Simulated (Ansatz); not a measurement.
Geometry optimisation, UKS PBE/6-31G* (Ansatz 0.2.0).

Input:

```yaml
crystal:
  periodic: [false, false, false]
  atoms:
    - { symbol: B, position_ang: [-1.8198, -0.229, 0.9569] }
    - { symbol: "N", position_ang: [-0.7974, -0.5236, -0.092] }
    - { symbol: C, position_ang: [0.3087, 0.4034, 0.0186] }
    - { symbol: C, position_ang: [1.5139, 0.0237, -0.9565] }
    - { symbol: F, position_ang: [-0.0619, 1.6904, -0.2691] }
    - { symbol: H, position_ang: [-2.435, 0.8679, 0.8976] }
    - { symbol: H, position_ang: [-2.1426, -0.9722, 1.7749] }
    - { symbol: H, position_ang: [-0.4188, -1.4683, 0.1293] }
    - { symbol: H, position_ang: [0.7697, 0.3874, 1.1051] }
    - { symbol: H, position_ang: [2.2866, 0.7314, -0.8527] }
    - { symbol: H, position_ang: [1.8083, -1.0056, -0.7034] }
    - { symbol: H, position_ang: [1.0654, 0.0392, -1.9747] }
magnetization:
  spin_polarized: true
basis:
  gaussian: { orbitals: "6-31G*" }
hamiltonian:
  xc: pbe
relax:
  f_tol: 0.02
  max_steps: 50
```

Launched with:

```bash
$ ansatz run input.yaml --threads 2 --pin off --max-ram 3072MiB --backend cpu --events-out ev --progress --plain --runs-dir out
```

Problem. Where does it end, and by what steps?

Solution. It converged. After 22 steps the energy has fallen by 1.339 eV; H6 moved furthest, 1.71 Å.

| step | energy less start (eV) | largest force component (eV/Å) | accepted |
| --- | --- | --- | --- |
| 0 | 0.0000 | 3.355 | yes |
| 1 | -0.5585 | 2.037 | yes |
| 2 | -0.8485 | 1.181 | yes |
| 3 | -1.0387 | 0.639 | yes |
| 4 | -1.1384 | 0.385 | yes |
| 5 | -1.1348 | 0.785 | no |
| 6 | -1.1674 | 0.245 | yes |
| 7 | -1.1818 | 0.214 | yes |
| 8 | -1.1964 | 0.254 | yes |
| 9 | -1.1678 | 0.862 | no |
| 10 | -1.2088 | 0.280 | yes |
| 11 | -1.2244 | 0.209 | yes |
| 12 | -1.2417 | 0.287 | yes |
| 13 | -1.2799 | 0.248 | yes |
| 14 | -1.3007 | 0.445 | yes |
| 15 | -1.2971 | 1.188 | no |
| 16 | -1.3165 | 0.204 | yes |
| 17 | -1.3276 | 0.086 | yes |
| 18 | -1.3314 | 0.214 | yes |
| 19 | -1.3345 | 0.228 | yes |
| 20 | -1.3390 | 0.053 | yes |
| 21 | -1.3391 | 0.044 | yes |
| 22 | -1.3393 | 0.010 | yes |

```xyz
12
Properties=species:S:1:pos:R:3
B -1.641 -0.408 1.188
N -0.844 -0.303 0.039
C 0.258 0.603 -0.164
C 1.499 -0.084 -0.715
F -0.119 1.598 -1.086
H -1.386 0.302 2.130
H -2.538 -1.212 1.199
H -1.039 -0.883 -0.781
H 0.457 1.101 0.801
H 2.298 0.654 -0.888
H 1.865 -0.848 -0.010
H 1.268 -0.573 -1.678
```

Whether the end is a true minimum wasn't checked by a vibrational analysis.

Run time: 67 s on 2 threads of Arm Neoverse V2, on a shared host, peak memory 0.17 GiB.
